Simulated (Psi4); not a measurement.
Input file for Psi4: SAPT0/aug-cc-pVDZ on CH6GeO (a complex), monomers drawn apart or pushed together.

```
memory 2025 MB

molecule dimer {
0 1
C     0.49125447   -0.57724568    0.39054414
O     0.43459162    0.47642369    0.96143741
H     0.72649524   -0.64477595   -0.68852333
H     0.31122916   -1.53524066    0.91435498
--
0 1
Ge   -0.19717578    0.02096182    3.79586660
H    -0.53035029   -0.30619327    5.26408791
H    -0.17913658   -1.29968110    3.00781173
H     1.18198995    0.68730433    3.73194775
H    -1.27571346    0.95321063    3.23260148
units angstrom
symmetry c1
no_reorient
no_com
}

set {
  basis aug-cc-pVDZ
  scf_type df
  freeze_core true
}

energy('sapt0')
```

Output:

```
[...]
==> Input File <==

--------------------------------------------------------------------------
memory 2025 MB

molecule dimer {
0 1
C     0.49125447   -0.57724568    0.39054414
O     0.43459162    0.47642369    0.96143741
H     0.72649524   -0.64477595   -0.68852333
H     0.31122916   -1.53524066    0.91435498
--
0 1
Ge   -0.19717578    0.02096182    3.79586660
H    -0.53035029   -0.30619327    5.26408791
H    -0.17913658   -1.29968110    3.00781173
H     1.18198995    0.68730433    3.73194775
H    -1.27571346    0.95321063    3.23260148
units angstrom
symmetry c1
no_reorient
no_com
}

set {
  basis aug-cc-pVDZ
  scf_type df
  freeze_core true
}

energy('sapt0')
--------------------------------------------------------------------------


   => Loading Basis Set <=

    Name: AUG-CC-PVDZ
    Role: ORBITAL
    Keyword: BASIS
    atoms 1        entry C          line   182 file aug-cc-pvdz.gbs
    atoms 2        entry O          line   254 file aug-cc-pvdz.gbs
    atoms 3-4, 6-9 entry H          line    40 file aug-cc-pvdz.gbs
    atoms 5        entry GE         line  2999 file aug-cc-pvdz.gbs

   => Loading Basis Set <=

    Name: AUG-CC-PVDZ
    Role: ORBITAL
    Keyword: BASIS
    atoms 1        entry C          line   182 file aug-cc-pvdz.gbs
    atoms 2        entry O          line   254 file aug-cc-pvdz.gbs
    atoms 3-4, 6-9 entry H          line    40 file aug-cc-pvdz.gbs
    atoms 5        entry GE         line  2999 file aug-cc-pvdz.gbs


  //>>>>>>>>>>>>>>>>>>>>>>>>>>>>>>>>>>>//
  //              Dimer HF             //
  //<<<<<<<<<<<<<<<<<<<<<<<<<<<<<<<<<<<//

   => Libint2 <=

    Primary   basis highest AM E, G, H:  7, 6, 3
    Auxiliary basis highest AM E, G, H:  7, 7, 4
    Onebody   basis highest AM E, G, H:  -, -, -
    Solid Harmonics ordering:            Gaussian


   => Loading Basis Set <=

    Name: AUG-CC-PVDZ
    Role: ORBITAL
    Keyword: BASIS
    atoms 1        entry C          line   182 file aug-cc-pvdz.gbs
    atoms 2        entry O          line   254 file aug-cc-pvdz.gbs
    atoms 3-4, 6-9 entry H          line    40 file aug-cc-pvdz.gbs
    atoms 5        entry GE         line  2999 file aug-cc-pvdz.gbs


         ---------------------------------------------------------
                                   SCF
               by Justin Turney, Rob Parrish, Andy Simmonett
                          and Daniel G. A. Smith
                              RHF Reference
                        1 Threads,   1931 MiB Core
         ---------------------------------------------------------

  ==> Geometry <==

    Molecular point group: c1
    Full point group: C1

    Geometry (in Angstrom), charge = 0, multiplicity = 1:

       Center              X                  Y                   Z               Mass
    ------------   -----------------  -----------------  -----------------  -----------------
         C            0.491254470000    -0.577245680000     0.390544140000    12.000000000000
         O            0.434591620000     0.476423690000     0.961437410000    15.994914619570
         H            0.726495240000    -0.644775950000    -0.688523330000     1.007825032230
         H            0.311229160000    -1.535240660000     0.914354980000     1.007825032230
         GE          -0.197175780000     0.020961820000     3.795866600000    73.921177761000
         H           -0.530350290000    -0.306193270000     5.264087910000     1.007825032230
         H           -0.179136580000    -1.299681100000     3.007811730000     1.007825032230
         H            1.181989950000     0.687304330000     3.731947750000     1.007825032230
         H           -1.275713460000     0.953210630000     3.232601480000     1.007825032230

  Running in c1 symmetry.

  Rotational constants: A =      0.69734  B =      0.01457  C =      0.01452 [cm^-1]
  Rotational constants: A =  20905.71346  B =    436.70841  C =    435.39474 [MHz]
  Nuclear repulsion =  170.439300421368159

  Charge       = 0
  Multiplicity = 1
  Electrons    = 52
  Nalpha       = 26
  Nbeta        = 26

  ==> Algorithm <==

  SCF Algorithm Type is DF.
  DIIS enabled.
  MOM disabled.
  Fractional occupation disabled.
  Guess Type is SAD.
  Energy threshold   = 1.00e-08
  Density threshold  = 1.00e-08
  Integral threshold = 1.00e-12

  ==> Primary Basis <==

  Basis Set: AUG-CC-PVDZ
    Blend: AUG-CC-PVDZ
    Number of shells: 62
    Number of basis functions: 136
    Number of Cartesian functions: 143
    Spherical Harmonics?: true
    Max angular momentum: 2

   => Loading Basis Set <=

    Name: (AUG-CC-PVDZ AUX)
    Role: JKFIT
    Keyword: DF_BASIS_SCF
    atoms 1        entry C          line   154 file aug-cc-pvdz-jkfit.gbs
    atoms 2        entry O          line   270 file aug-cc-pvdz-jkfit.gbs
    atoms 3-4, 6-9 entry H          line    70 file aug-cc-pvdz-jkfit.gbs
    atoms 5        entry GE         line  1047 file aug-cc-pvdz-jkfit.gbs

  ==> Integral Setup <==

  DFHelper Memory: AOs need 0.082 GiB; user supplied 1
[...]
RHF Final Energy: -2077.11576933583547

   => Energetics <=

    Nuclear Repulsion Energy =             45.3601086262272091
    One-Electron Energy =               -2986.3215944570015381
    Two-Electron Energy =                 863.8457164949386424
    Total Energy =                      -2077.1157693358354663

Computation Completed


Properties will be evaluated at   0.000000,   0.000000,   0.000000 [a0]

Properties computed using the SCF density matrix


 Multipole Moments:

 ------------------------------------------------------------------------------------
     Multipole            Electronic (a.u.)      Nuclear  (a.u.)        Total (a.u.)
 ------------------------------------------------------------------------------------

 L = 1.  Multiply by 2.5417464519 to convert [e a0] to [Debye]
 Dipole X            :         13.4478187          -13.4413108            0.0065080
 Dipole Y            :         -1.3108255            1.3330484            0.0222228
 Dipole Z            :       -258.3573100          258.3334605           -0.0238495
 Magnitude           :                                                    0.0332416

 ------------------------------------------------------------------------------------

  Constructing Basis Sets for SAPT...

   => Loading Basis Set <=

    Name: (AUG-CC-PVDZ AUX)
    Role: RIFIT
    Keyword: DF_BASIS_SAPT
    atoms 1        entry C          line   112 file aug-cc-pvdz-ri.gbs
    atoms 2        entry O          line   204 file aug-cc-pvdz-ri.gbs
    atoms 3-4, 6-9 entry H          line    30 file aug-cc-pvdz-ri.gbs
    atoms 5        entry GE         line   760 file aug-cc-pvdz-ri.gbs

   => Loading Basis Set <=

    Name: (AUG-CC-PVDZ AUX)
    Role: JKFIT
    Keyword: DF_BASIS_ELST
    atoms 1        entry C          line   154 file aug-cc-pvdz-jkfit.gbs
    atoms 2        entry O          line   270 file aug-cc-pvdz-jkfit.gbs
    atoms 3-4, 6-9 entry H          line    70 file aug-cc-pvdz-jkfit.gbs
    atoms 5        entry GE         line  1047 file aug-cc-pvdz-jkfit.gbs


  //>>>>>>>>>>>>>>>>>>>>>>>>>>>>>>>>>>>//
  //               SAPT0               //
  //<<<<<<<<<<<<<<<<<<<<<<<<<<<<<<<<<<<//



        SAPT0
    Ed Hohenstein
     6 June 2009

      Orbital Information
  --------------------------
    NSO        =       136
    NMO        =       136
    NRI        =       412
    NRI (Elst) =       558
    NOCC A     =         8
    NOCC B     =        18
    FOCC A     =         2
    FOCC B     =         9
    NVIR A     =       128
    NVIR B     =       118

    Elst10,r            =    -0.009160962332 [Eh]
    Exch10              =     0.015319199205 [Eh]
    Exch10 (S^2)        =     0.015229271799 [Eh]

    Maxiter = 50
    CPHF R converge = 1.000000E-08

    Iter     Energy [mEh]          dE [mEh]         Residual      Time [s]
       1      -4.03887404       4.038874043     9.211504e-03             0
       2      -5.00415234       0.965278296     2.111636e-03             0
       3      -4.99210624      -0.012046100     1.053398e-03             0
       4      -4.97582729      -0.016278946     3.514944e-04             0
       5      -4.97555408      -0.000273212     1.363928e-04             0
       6      -4.97850158       0.002947499     4.347765e-05             0
       7      -4.97790269      -0.000598894     9.733066e-06             0
       8      -4.97785019      -0.000052494     1.915449e-06             0
       9      -4.97788318       0.000032991     3.834325e-07             0
      10      -4.97787758      -0.000005606     7.282576e-08             0
      11      -4.97787846       0.000000880     3.786335e-08             0
      12      -4.97787817      -0.000000283     8.678332e-09             0

    CHF Iterations converged

    Maxiter = 50
    CPHF R converge = 1.000000E-08

    Iter     Energy [mEh]          dE [mEh]         Residual      Time [s]
       1      -3.31130328       3.311303277     7.838504e-03             0
       2      -4.01817376       0.706870485     1.799455e-03             0
       3      -4.02546746       0.007293694     5.361310e-04             0
       4      -4.01369952      -0.011767939     8.338903e-05             0
       5      -4.01435426       0.000654743     1.480984e-05             0
       6      -4.01458563       0.000231367     2.812176e-06             0
       7      -4.01451864      -0.000066985     4.859347e-07             0
       8      -4.01452610       0.000007463     6.343370e-08             0
       9      -4.01452550      -0.000000601     7.024050e-09             0

    CHF Iterations converged

    Ind20,r (A<-B)      =    -0.004977878174 [Eh]
    Ind20,r (B<-A)      =    -0.004014525503 [Eh]
    Ind20,r             =    -0.008992403677 [Eh]
    Exch-Ind20,r (A<-B) =     0.004177824300 [Eh]
    Exch-Ind20,r (B<-A) =     0.003182273629 [Eh]
    Exch-Ind20,r        =     0.007360097929 [Eh]
    Disp20              =    -0.007149948410 [Eh]
    Disp20 (SS)         =    -0.003574974205 [Eh]
    Disp20 (OS)         =    -0.003574974205 [Eh]
    Exch-Disp20         =     0.001158324910 [Eh]
    Exch-Disp20 (SS)    =     0.000683365871 [Eh]
    Exch-Disp20 (OS)    =     0.000474959039 [Eh]

    SAPT Results
  --------------------------------------------------------------------------------------------------------
    Electrostatics                 -9.16096233 [mEh]      -5.74859065 [kcal/mol]     -24.05210329 [kJ/mol]
      Elst10,r                     -9.16096233 [mEh]      -5.74859065 [kcal/mol]     -24.05210329 [kJ/mol]

    Exchange                       15.31919920 [mEh]       9.61294263 [kcal/mol]      40.22055197 [kJ/mol]
      Exch10                       15.31919920 [mEh]       9.61294263 [kcal/mol]      40.22055197 [kJ/mol]
      Exch10(S^2)                  15.22927180 [mEh]       9.55651233 [kcal/mol]      39.98444760 [kJ/mol]

    Induction                      -2.80516097 [mEh]      -1.76026508 [kcal/mol]      -7.36494911 [kJ/mol]
      Ind20,r                      -8.99240368 [mEh]      -5.64281850 [kcal/mol]     -23.60955260 [kJ/mol]
      Exch-Ind20,r                  7.36009793 [mEh]       4.61853118 [kcal/mol]      19.32393445 [kJ/mol]
      delta HF,r (2)               -1.17285522 [mEh]      -0.73597776 [kcal/mol]      -3.07933095 [kJ/mol]

    Dispersion                     -5.99162350 [mEh]      -3.75980051 [kcal/mol]     -15.73100533 [kJ/mol]
      Disp20                       -7.14994841 [mEh]      -4.48666036 [kcal/mol]     -18.77218697 [kJ/mol]
      Exch-Disp20                   1.15832491 [mEh]       0.72685985 [kcal/mol]       3.04118163 [kJ/mol]
      Disp20 (SS)                  -3.57497421 [mEh]      -2.24333018 [kcal/mol]      -9.38609348 [kJ/mol]
      Disp20 (OS)                  -3.57497421 [mEh]      -2.24333018 [kcal/mol]      -9.38609348 [kJ/mol]
      Exch-Disp20 (SS)              0.68336587 [mEh]       0.42881856 [kcal/mol]       1.79417685 [kJ/mol]
      Exch-Disp20 (OS)              0.47495904 [mEh]       0.29804130 [kcal/mol]       1.24700478 [kJ/mol]

  Total HF                          3.35307591 [mEh]       2.10408690 [kcal/mol]       8.80349958 [kJ/mol]
  Total SAPT0                      -2.63854759 [mEh]      -1.65571361 [kcal/mol]      -6.92750576 [kJ/mol]

  Special recipe for scaled SAPT0 (see Manual):
    Electrostatics sSAPT0          -9.16096233 [mEh]      -5.74859065 [kcal/mol]     -24.05210329 [kJ/mol]
    Exchange sSAPT0                15.31919920 [mEh]       9.61294263 [kcal/mol]      40.22055197 [kJ/mol]
    Induction sSAPT0               -2.67400752 [mEh]      -1.67796505 [kcal/mol]      -7.02060577 [kJ/mol]
    Dispersion sSAPT0              -5.97098270 [mEh]      -3.74684821 [kcal/mol]     -15.67681292 [kJ/mol]
  Total sSAPT0                     -2.48675335 [mEh]      -1.56046128 [kcal/mol]      -6.52897001 [kJ/mol]
  --------------------------------------------------------------------------------------------------------



*** Psi4 exiting successfully. Buy a developer a beer!
```

The run finished.

Cost: roughly 15 core-seconds.
